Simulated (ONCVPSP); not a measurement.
**What one change does to a pseudopotential (thallium, ONCV)**

```json
{
 "Element": "Tl",
 "Generator": "ONCVPSP 4.0.1",
 "Type": "optimised norm-conserving Vanderbilt (ONCV)",
 "Functional": "LDA (Perdew-Wang 92)",
 "Relativity": "fully relativistic",
 "Frozen core": "[Kr] 4d10 4f14 5s2",
 "Valence charge": "19",
 "Reference configuration": "5p6 5d10 6s2 (charge +1)",
 "Partial waves": "6s: rc 1.90 bohr, ncon 4, nbas 7, qcut 2.7 1/bohr, 2 projectors, debl 2.4 Ha; 5p: rc 1.30 bohr, ncon 4, nbas 9, qcut 12.3 1/bohr, 2 projectors, debl 2.1 Ha; 5d: rc 2.15 bohr, ncon 4, nbas 8, qcut 8.3 1/bohr, 2 projectors, debl 2.9 Ha",
 "Local potential": "polynomial inside 1.25 bohr (lpopt 5, dvloc0 -1 Ha)",
 "Core correction": "none"
}
```

Open shells are filled in proportion to 2j + 1.

In the p channel the program set the typed energies aside and used -2.872, 0.250 Ha (j = l + 1/2; the other j can differ).

All-electron outer shells of the reference configuration (LDA (PZ), scalar-relativistic, ld1.x):

| shell | level (eV) | outermost node (bohr) | outermost maximum (bohr) |
| --- | --- | --- | --- |
| 4f | -121.79 | – | 0.36 |
| 5p | -83.64 | 0.50 | 0.90 |
| 5d | -22.98 | 0.53 | 1.11 |
| 6s | -16.69 | 1.04 | 2.05 |

Change: local potential polynomial inside 0.80 bohr (lpopt 5, dvloc0 4 Ha).

Cutoffs: the cutoffs (Ha) at which the residual kinetic energy of the hardest occupied pseudo-wave falls to 1 and 0.1 mHa per electron; they do not see the model core or the augmentation charge, which bear on the density cutoff. Errors are all-electron minus pseudo energies relative to the spin-unpolarised reference configuration.

Task: How do hardness, ghosts and transferability respond?

Result: The potential gets neither clearly harder nor softer (49 Ha and 57 Ha → 49 Ha and 57 Ha); both files keep a bound ghost (s); the lowest positive-energy flag moves from none to d3/2 at 17.4 eV; the errors of the 4 common tests hardly move; the range in which the s phases agree narrows (upper end 3.8 → 0.7); the range in which the d3/2 phases agree narrows (upper end at the end of the scan → 0.5).

| quantity | base | changed |
| --- | --- | --- |
| cutoff, loose | 49 Ha | 49 Ha |
| cutoff, tight | 57 Ha | 57 Ha |
| bound ghosts | s | s |
| GHOST(+) flags under 300 eV | none | d3/2 at 17.4 eV, s at 19.6 eV, p3/2 at 278.3 eV |
| error for 5p6 5d10 6s2 6p1, meV [ΔE -5.51 eV] | -0.1 | 0.0 |
| error for 5p6 5d10 6s1, meV [ΔE 21.20 eV] | -5.5 | -4.8 |
| error for 5p6 5d10 6s0, meV [ΔE 51.79 eV] | -25 | -23 |
| error for 5p6 5d9 6s2 6p2, meV [ΔE 8.99 eV] | +9.4 | +8.3 |
| s: phases at 1.93 bohr within 0.05 rad from the reference energy up to (Ha; the scan ends near 5) | 3.8 | 0.7 |
| p3/2: phases at 1.32 bohr within 0.05 rad from the reference energy up to (Ha; the scan ends near 5) | to the end of the scan | to the end of the scan |
| p1/2: phases at 1.32 bohr within 0.05 rad from the reference energy up to (Ha; the scan ends near 5) | to the end of the scan | to the end of the scan |
| d5/2: phases at 2.19 bohr within 0.05 rad from the reference energy up to (Ha; the scan ends near 5) | to the end of the scan | to the end of the scan |
| d3/2: phases at 2.19 bohr within 0.05 rad from the reference energy up to (Ha; the scan ends near 5) | to the end of the scan | 0.5 |

 A true bound ghost makes a file unfit for plane-wave use even where its test errors are small: the radial tests pick states by their node count and pass the ghost by.
